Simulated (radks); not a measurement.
The numbers below are computed, except where a source is named.
Spin polarisation of the 4d5 shell in neutral technetium. Start: [Kr] 4d(up 2.5, down 2.5) 5s2; electrons of 4d are moved from spin down to spin up, other shells keep equal spins. Code: a radial shooting solver on a logarithmic mesh with Libxc functionals. Model: scalar-relativistic Kohn-Sham, BLYP, spin-polarised, spherical densities, finite nucleus; Fermi nuclear charge, rms radius of each element as measured or else 0.836 A^(1/3) + 0.57 fm.

moment (Bohr magnetons)  E - E(0) (eV)  e(4d up) (eV)  e(4d down) (eV)  5s down minus up (eV)  4p down minus up (eV)  4s down minus up (eV)
0                                0.000         -6.489           -6.489                 0.000                  0.000                 0.000
1                               -0.152         -6.775           -6.167                  0.208                  0.659                  0.619
2                               -0.607         -7.020           -5.814                  0.411                  1.311                  1.232
3                               -1.356         -7.220           -5.434                  0.606                  1.949                  1.834
4                               -2.388         -7.369           -5.031                  0.789                  2.568                  2.420
5                               -3.688         -7.463           -4.605                  0.959                  3.162                  2.985

At moment 5 the spin-polarisation energy is -3.688 eV and the 4d exchange splitting 2.858 eV, that is 0.572 eV per Bohr magneton; E = -I m^2/4 would give I = 0.590 eV.
